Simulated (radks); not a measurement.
Task: These are the eigenvalues of the occupied orbitals of an atom or ion with whole-number occupations (eV). Method: scalar-relativistic Kohn-Sham, BLYP, spin-polarised, spherical densities, finite nucleus; Fermi nuclear charge, rms radius of each element as measured or else 0.836 A^(1/3) + 0.57 fm; computed with a radial shooting solver on a logarithmic mesh with Libxc functionals.

1s up: -33234.69
1s down: -33234.67
2s up: -5345.116
2s down: -5342.918
2p up: -4823.484
2p down: -4821.780
3s up: -1269.252
3s down: -1268.166
3p up: -1100.336
3p down: -1099.102
3d up: -848.3059
3d down: -846.4054
4s up: -406.2446
4s down: -399.1829
4p up: -350.5598
4p down: -343.5218
4d up: -267.6286

Which element is it, and in what charge state? The configuration may be excited. Open shells, if any, are filled with parallel spins first.

Result: Z = 53, iodine, charge +12: I12+ in [Kr] 4d5. The list shows which subshells hold electrons but not how many an open one holds; the 1s level, -1221.4 hartree, gives Z - s = 49.4 by -(Z - s)^2/2, which with screening and relativity narrows Z to a few neighbours, and the depths of the outer levels then fix element, charge and occupations together.
